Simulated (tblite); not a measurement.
Compound: C7H18OSi.
Structure used (GFN2-xTB), in Å, numbered top down from 1:
```xyz
27
C7H18OSi angstrom
C      3.7237    0.2392    0.7946
O      2.5173    0.3200    0.0867
C      2.1625   -0.8762   -0.5696
C      0.7832   -0.6670   -1.1610
Si    -0.2998    0.2312    0.1315
C     -0.1093   -0.5899    1.8382
C     -2.1298    0.0814   -0.4308
C     -2.3456    0.6972   -1.8113
C     -3.0709    0.7335    0.5772
H      3.6872   -0.5481    1.5598
H      3.8726    1.2040    1.2756
H      4.5668    0.0311    0.1234
H      2.9139   -1.1229   -1.3373
H      2.1429   -1.7026    0.1574
H      0.8708   -0.0506   -2.0533
H      0.3692   -1.6263   -1.4665
H      0.0595    1.6544    0.1998
H      0.9150   -0.5167    2.1857
H     -0.3780   -1.6428    1.8125
H     -0.7381   -0.1065    2.5790
H     -2.4046   -0.9774   -0.4976
H     -3.3876    0.6038   -2.1165
H     -2.0899    1.7543   -1.7997
H     -1.7264    0.2042   -2.5565
H     -2.8336    1.7886    0.6903
H     -2.9838    0.2588    1.5508
H     -4.1070    0.6516    0.2497
```

Method: GFN2-xTB as coded in tblite; computed harmonic values from a numerical Hessian at the method's own geometry, unscaled. The method is semi-empirical: single wavenumbers can be off by several per cent or more. Modes of hydrogen on silicon can be 10 to 20 % off. One conformer, not necessarily the lowest.

Harmonic wavenumbers (cm⁻¹): 37.8, 47.2, 60.2, 103.5, 113.7, 120.2, 164.8, 183.1, 201.5, 223.7, 230.5, 246.4, 274.5, 293.2, 347.2, 405.7, 495.5, 616.1, 620.9, 674.6, 691.4, 758.0, 773.5, 822.0, 830.1, 945.5, 948.8, 949.7, 987.1, 994.6, 1037.0, 1068.8, 1125.5, 1132.2, 1136.2, 1140.3, 1180.7, 1198.1, 1218.0, 1279.2, 1288.3, 1309.0, 1351.0, 1365.7, 1406.3, 1410.7, 1423.2, 1469.5, 1470.3, 1481.7, 1492.6, 1494.1, 1504.5, 1509.4, 1510.7, 1515.5, 1517.4, 2213.6, 2826.4, 2868.9, 2881.7, 2910.4, 2914.1, 2999.1, 3000.3, 3003.0, 3012.1, 3026.3, 3027.0, 3027.2, 3033.2, 3037.5, 3041.1, 3048.8, 3062.9.

A = 2525, B = 669.9, C = 589.8 MHz; mass 146.113 u (most abundant isotopes); point group C1, symmetry number 1.

Question: What is the zero-point energy?

Answer: Half the sum of the wavenumbers: 51565 cm⁻¹ = 147.43 kcal/mol.

Question: Entropy at 200 K, 1 bar (ideal gas, RRHO, classical rotation)?

Answer: Translation 38.89, rotation 28.97, vibration 31.90: S = 99.8 cal/(mol K).

Question: And Cp and H(200 K) − H(0)?

Answer: Cp = 38.70 cal/(mol K), of which vibrations give 30.75 (their classical limit is 75 R = 149.0); H(200 K) − H(0) = 4.96 kcal/mol without the zero-point energy, 3.37 from vibrations.

Question: Blend soft modes into free rotors: weight 1/[1 + (100 cm⁻¹/ν̃)⁴] for the oscillator and the rest for a rotor with moment μB/(μ + B), μ = h/(8π²ν), B = 10⁻⁴⁴ kg m². What vibrational entropy results?

Answer: 29.24 cal/(mol K) in place of 31.90, which changes −T·S at 200 K by +0.53 kcal/mol.

Question: Which modes carry the vibrational entropy at 200 K?

Answer: 37.8 cm⁻¹: 4.58; 47.2 cm⁻¹: 4.14; 60.2 cm⁻¹: 3.67; 103.5 cm⁻¹: 2.62; 113.7 cm⁻¹: 2.44; 120.2 cm⁻¹: 2.34 cal/(mol K); the other 69 give 12.12 together.

Question: What must be added to the electronic energy to get the Gibbs energy at 200 K and 1 bar?

Answer: ZPE + [H(200 K) − H(0)] − T·S = 147.43 + 4.96 − 19.95 = 132.44 kcal/mol.

Hindered rotation and anharmonicity are outside this model. Other conformers, if any are populated, would add a mixing term that is left out. The structure is chiral; the term R ln 2 for an equal mix with its mirror image is left out.
